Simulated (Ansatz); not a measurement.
Ansatz (a first-principles code) input (B3LYP-D3(BJ)/def2-TZVP):

Ansatz 0.2 input:
```yaml
crystal:
  periodic: [false, false, false]
  atoms:
    - {symbol: C, position_ang: [2.34511856, -0.42170586, -0.48687500]}
    - {symbol: C, position_ang: [1.64385616, -0.31529407, 0.85498724]}
    - {symbol: C, position_ang: [0.32019314, -0.07181899, 0.86782079]}
    - {symbol: C, position_ang: [-0.68022660, 0.13160930, -0.26943835]}
    - {symbol: C, position_ang: [-1.32603922, 1.52110479, -0.19735863]}
    - {symbol: C, position_ang: [-1.76861814, -0.94923654, -0.24983614]}
    - {symbol: H, position_ang: [1.74922456, -0.28796447, -1.42268860]}
    - {symbol: H, position_ang: [3.16394648, 0.30901746, -0.53924766]}
    - {symbol: H, position_ang: [2.83501348, -1.40134969, -0.57429745]}
    - {symbol: H, position_ang: [-0.19683913, 0.00596693, 1.84031705]}
    - {symbol: H, position_ang: [-0.15686972, 0.05810829, -1.22769936]}
    - {symbol: H, position_ang: [-2.08378978, 1.67539524, -0.97825868]}
    - {symbol: H, position_ang: [-1.81510679, 1.65927250, 0.77387811]}
    - {symbol: H, position_ang: [-0.56636226, 2.29972970, -0.29268399]}
    - {symbol: H, position_ang: [-2.52674692, -0.79907505, -1.03122811]}
    - {symbol: H, position_ang: [-1.32543283, -1.93841858, -0.38216476]}
    - {symbol: H, position_ang: [-2.28274061, -0.94863425, 0.71827406]}
basis:
  gaussian:
    orbitals: def2-TZVP
hamiltonian:
  xc: b3lyp
  dispersion: d3bj
total_charge: -1
phonons: {temperatures: {t_min: 298.15, t_max: 298.15, t_step: 100}}
```

Output:

```
Functional definition: B3LYP
integrals: 0.19 GiB planned
1564 factors; their error is unknown
0.35 GiB of the device are held for the grids
1.49 GiB of device memory are held for the factors and their scratch space
mean field: 1.50 GiB planned
mean field evaluation 1: about -6390.0203 eV, gradient 6.9e1 eV
mean field evaluation 2: about -6342.6253 eV, gradient 1.2e2 eV
mean field evaluation 4: about -6401.8381 eV, gradient 1.0e1 eV
mean field evaluation 8: about -6402.2243 eV, gradient 3.8e-1 eV
mean field evaluation 16: about -6402.1914 eV, gradient 1.6e-3 eV
mean field -6402.19142953 eV, -235.2761954742 hartree, gradient 1.6e-5 eV, S^2 0.000000; 0 other end points of the search recorded, 0 dependent functions left out
the calculation of the forces begins
reference -6402.19174635 eV, -235.2762071169 hartree; 24, 24 occupied and 228, 228 virtual orbitals, 1564 factors
these checks for a lower state are left out or cut short: stability, starts, cluster_reference, orbital_swaps, neighbouring_geometries, increment
integrals: 0.19 GiB planned
1564 factors; their error is unknown
0.35 GiB of the device are held for the grids
1.49 GiB of device memory are held for the factors and their scratch space
mean field: 1.50 GiB planned
mean field -6402.19134839 eV, -235.2761924922 hartree, gradient 3.0e-6 eV, S^2 0.000000; 0 other end points of the search recorded, 0 dependent functions left out
the calculation of the forces begins
reference -6402.19166532 eV, -235.2762041392 hartree; 24, 24 occupied and 228, 228 virtual orbitals, 1564 factors
these checks for a lower state are left out or cut short: stability, starts, cluster_reference, orbital_swaps, neighbouring_geometries, increment
integrals: 0.19 GiB planned
1564 factors; their error is unknown
0.35 GiB of the device are held for the grids
1.49 GiB of device memory are held for the factors and their scratch space
mean field: 1.50 GiB planned
mean field evaluation 32: about -6402.1912 eV, gradient 5.3e-4 eV
mean field -6402.19121677 eV, -235.2761876552 hartree, gradient 3.0e-6 eV, S^2 0.000000; 0 other end points of the search recorded, 0 dependent functions left out
the calculation of the forces begins
reference -6402.19153347 eV, -235.2761992936 hartree; 24, 24 occupied and 228, 228 virtual orbitals, 1564 factors
these checks for a lower state are left out or cut short: stability, starts, cluster_reference, orbital_swaps, neighbouring_geometries, increment
integrals: 0.19 GiB planned
1564 factors; their error is unknown
0.35 GiB of the device are held for the grids
1.49 GiB of device memory are held for the factors and their scratch space
mean field: 1.50 GiB planned
mean field -6402.19126762 eV, -235.2761895239 hartree, gradient 3.0e-6 eV, S^2 0.000000; 0 other end points of the search recorded, 0 dependent functions left out
the calculation of the forces begins
reference -6402.19158441 eV, -235.2762011658 hartree; 24, 24 occupied and 228, 228 virtual orbitals, 1564 factors
these checks for a lower state are left out or cut short: stability, starts, cluster_reference, orbital_swaps, neighbouring_geometries, increment
integrals: 0.19 GiB planned
1564 factors; their error is unknown
0.35 GiB of the device are held for the grids
1.49 GiB of device memory are held for the factors and their scratch space
mean field: 1.50 GiB planned
mean field -6402.19129032 eV, -235.2761903583 hartree, gradient 3.0e-6 eV, S^2 0.000000; 0 other end points of the search recorded, 0 dependent functions left out
[...]
reference -6402.19174407 eV, -235.2762070330 hartree; 24, 24 occupied and 228, 228 virtual orbitals, 1564 factors
these checks for a lower state are left out or cut short: stability, starts, cluster_reference, orbital_swaps, neighbouring_geometries, increment
integrals: 0.19 GiB planned
1564 factors; their error is unknown
0.35 GiB of the device are held for the grids
1.49 GiB of device memory are held for the factors and their scratch space
mean field: 1.50 GiB planned
mean field evaluation 672: about -6402.1913 eV, gradient 3.0e-6 eV
mean field -6402.19130486 eV, -235.2761908925 hartree, gradient 3.0e-6 eV, S^2 0.000000; 0 other end points of the search recorded, 0 dependent functions left out
the calculation of the forces begins
reference -6402.19162164 eV, -235.2762025339 hartree; 24, 24 occupied and 228, 228 virtual orbitals, 1564 factors
these checks for a lower state are left out or cut short: stability, starts, cluster_reference, orbital_swaps, neighbouring_geometries, increment
integrals: 0.19 GiB planned
1564 factors; their error is unknown
0.35 GiB of the device are held for the grids
1.49 GiB of device memory are held for the factors and their scratch space
mean field: 1.50 GiB planned
mean field -6402.19138430 eV, -235.2761938117 hartree, gradient 3.0e-6 eV, S^2 0.000000; 0 other end points of the search recorded, 0 dependent functions left out
the calculation of the forces begins
reference -6402.19170115 eV, -235.2762054558 hartree; 24, 24 occupied and 228, 228 virtual orbitals, 1564 factors
these checks for a lower state are left out or cut short: stability, starts, cluster_reference, orbital_swaps, neighbouring_geometries, increment
integrals: 0.19 GiB planned
1564 factors; their error is unknown
0.35 GiB of the device are held for the grids
1.49 GiB of device memory are held for the factors and their scratch space
mean field: 1.50 GiB planned
mean field -6402.19140387 eV, -235.2761945310 hartree, gradient 3.0e-6 eV, S^2 0.000000; 0 other end points of the search recorded, 0 dependent functions left out
the calculation of the forces begins
reference -6402.19172067 eV, -235.2762061731 hartree; 24, 24 occupied and 228, 228 virtual orbitals, 1564 factors
these checks for a lower state are left out or cut short: stability, starts, cluster_reference, orbital_swaps, neighbouring_geometries, increment
integrals: 0.19 GiB planned
1564 factors; their error is unknown
0.35 GiB of the device are held for the grids
1.49 GiB of device memory are held for the factors and their scratch space
mean field: 1.50 GiB planned
mean field -6402.19142455 eV, -235.2761952911 hartree, gradient 3.0e-6 eV, S^2 0.000000; 0 other end points of the search recorded, 0 dependent functions left out
the calculation of the forces begins
reference -6402.19174139 eV, -235.2762069345 hartree; 24, 24 occupied and 228, 228 virtual orbitals, 1564 factors
these checks for a lower state are left out or cut short: stability, starts, cluster_reference, orbital_swaps, neighbouring_geometries, increment
integrals: 0.19 GiB planned
1564 factors; their error is unknown
0.35 GiB of the device are held for the grids
1.49 GiB of device memory are held for the factors and their scratch space
mean field: 1.50 GiB planned
mean field -6402.19136450 eV, -235.2761930841 hartree, gradient 3.0e-6 eV, S^2 0.000000; 0 other end points of the search recorded, 0 dependent functions left out
the calculation of the forces begins
reference -6402.19168131 eV, -235.2762047269 hartree; 24, 24 occupied and 228, 228 virtual orbitals, 1564 factors
these checks for a lower state are left out or cut short: stability, starts, cluster_reference, orbital_swaps, neighbouring_geometries, increment
integrals: 0.19 GiB planned
1564 factors; their error is unknown
0.35 GiB of the device are held for the grids
1.49 GiB of device memory are held for the factors and their scratch space
mean field: 1.50 GiB planned
mean field evaluation 704: about -6402.1914 eV, gradient 5.3e-4 eV
mean field -6402.19142970 eV, -235.2761954804 hartree, gradient 3.0e-6 eV, S^2 0.000000; 0 other end points of the search recorded, 0 dependent functions left out
the calculation of the forces begins
reference -6402.19174652 eV, -235.2762071231 hartree; 24, 24 occupied and 228, 228 virtual orbitals, 1564 factors
these checks for a lower state are left out or cut short: stability, starts, cluster_reference, orbital_swaps, neighbouring_geometries, increment
integrals: 0.19 GiB planned
1564 factors; their error is unknown
0.35 GiB of the device are held for the grids
1.49 GiB of device memory are held for the factors and their scratch space
mean field: 1.50 GiB planned
mean field -6402.19138731 eV, -235.2761939225 hartree, gradient 3.0e-6 eV, S^2 0.000000; 0 other end points of the search recorded, 0 dependent functions left out
the calculation of the forces begins
reference -6402.19170409 eV, -235.2762055637 hartree; 24, 24 occupied and 228, 228 virtual orbitals, 1564 factors
these checks for a lower state are left out or cut short: stability, starts, cluster_reference, orbital_swaps, neighbouring_geometries, increment
integrals: 0.19 GiB planned
1564 factors; their error is unknown
0.35 GiB of the device are held for the grids
1.49 GiB of device memory are held for the factors and their scratch space
mean field: 1.50 GiB planned
mean field -6402.19144269 eV, -235.2761959577 hartree, gradient 3.0e-6 eV, S^2 0.000000; 0 other end points of the search recorded, 0 dependent functions left out
the calculation of the forces begins
reference -6402.19175955 eV, -235.2762076020 hartree; 24, 24 occupied and 228, 228 virtual orbitals, 1564 factors
these checks for a lower state are left out or cut short: stability, starts, cluster_reference, orbital_swaps, neighbouring_geometries, increment
integrals: 0.19 GiB planned
1564 factors; their error is unknown
0.35 GiB of the device are held for the grids
1.49 GiB of device memory are held for the factors and their scratch space
mean field: 1.50 GiB planned
mean field -6402.19135897 eV, -235.2761928810 hartree, gradient 3.0e-6 eV, S^2 0.000000; 0 other end points of the search recorded, 0 dependent functions left out
the calculation of the forces begins
reference -6402.19167582 eV, -235.2762045248 hartree; 24, 24 occupied and 228, 228 virtual orbitals, 1564 factors
these checks for a lower state are left out or cut short: stability, starts, cluster_reference, orbital_swaps, neighbouring_geometries, increment
integrals: 0.19 GiB planned
1564 factors; their error is unknown
0.35 GiB of the device are held for the grids
1.49 GiB of device memory are held for the factors and their scratch space
mean field: 1.50 GiB planned
mean field -6402.19133983 eV, -235.2761921777 hartree, gradient 3.0e-6 eV, S^2 0.000000; 0 other end points of the search recorded, 0 dependent functions left out
the calculation of the forces begins
reference -6402.19165662 eV, -235.2762038194 hartree; 24, 24 occupied and 228, 228 virtual orbitals, 1564 factors
Total energy: -6402.80092191 eV, -235.2985939058 hartree
Atom 0 at     2.345119    -0.421706    -0.486875 Å, force    -0.000077     0.000087    -0.000647 eV/Å
Atom 1 at     1.643856    -0.315294     0.854987 Å, force    -0.000113    -0.000850     0.000415 eV/Å
Atom 2 at     0.320193    -0.071819     0.867821 Å, force     0.000511     0.000326     0.000027 eV/Å
Atom 3 at    -0.680227     0.131609    -0.269438 Å, force    -0.001207     0.000115    -0.000831 eV/Å
Atom 4 at    -1.326039     1.521105    -0.197359 Å, force     0.000617     0.000054    -0.000004 eV/Å
Atom 5 at    -1.768618    -0.949237    -0.249836 Å, force     0.000436    -0.000155    -0.000062 eV/Å
Atom 6 at     1.749225    -0.287964    -1.422689 Å, force     0.000059    -0.000440     0.000341 eV/Å
Atom 7 at     3.163946     0.309017    -0.539248 Å, force    -0.000288     0.000245    -0.000013 eV/Å
Atom 8 at     2.835013    -1.401350    -0.574297 Å, force     0.000220     0.000412     0.000029 eV/Å
Atom 9 at    -0.196839     0.005967     1.840317 Å, force    -0.000221     0.000191    -0.000036 eV/Å
Atom 10 at    -0.156870     0.058108    -1.227699 Å, force     0.000335    -0.000083     0.000459 eV/Å
Atom 11 at    -2.083790     1.675395    -0.978259 Å, force    -0.000063    -0.000004    -0.000037 eV/Å
Atom 12 at    -1.815107     1.659272     0.773878 Å, force    -0.000029    -0.000052     0.000210 eV/Å
Atom 13 at    -0.566362     2.299730    -0.292684 Å, force     0.000003     0.000209     0.000002 eV/Å
Atom 14 at    -2.526747    -0.799075    -1.031228 Å, force    -0.000073     0.000068    -0.000018 eV/Å
Atom 15 at    -1.325433    -1.938419    -0.382165 Å, force    -0.000094    -0.000182    -0.000049 eV/Å
Atom 16 at    -2.282741    -0.948634     0.718274 Å, force    -0.000016     0.000058     0.000214 eV/Å
Dipole moment:    -1.109794     0.215789    -0.763063 e Å
Vibrations: 29.28 122.43 218.86 232.41 240.92 262.42 347.88 423.37 498.32 572.69 796.45 813.94 879.24 917.43 919.05 944.27 1013.78 1040.41 1112.73 1124.07 1171.70 1289.68 1339.25 1346.91 1358.80 1371.03 1390.09 1461.76 1463.26 1477.47 1482.00 1489.37 1497.85 1559.71 2741.54 2887.12 2959.09 2962.95 2969.07 2978.70 3003.91 3017.45 3035.01 3071.36 3075.57 cm⁻¹, zero-point energy 4.023944 eV
```

It need not be the lowest isomer of its formula. Whether it binds its extra electron was not tested at this geometry.
